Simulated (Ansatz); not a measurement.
Ansatz results at the PBE0-D4/def2-TZVP geometry: size of the dipole moment (ωB97M-V/def2-TZVPP) 2.35 D; LUMO energy (ωB97M-V/def2-TZVPP) 2.02 eV; HOMO energy (PBE0/def2-TZVPP) -8.71 eV.

Each molecule was computed in one conformer, which needn't be the lowest.

Question: Which molecule gave them?
A. `FC(Cl)C[SiH3]`
B. `CCCO[SiH3]`
C. `FCC[SiH2]Cl`
D. `C[SiH](F)CCl`

Answer: C. The others give `CCCO[SiH3]`: 1.12, 2.02, -8.09; `C[SiH](F)CCl`: 0.79, 2.05, -8.21; `FC(Cl)C[SiH3]`: 1.89, 1.99, -8.65.
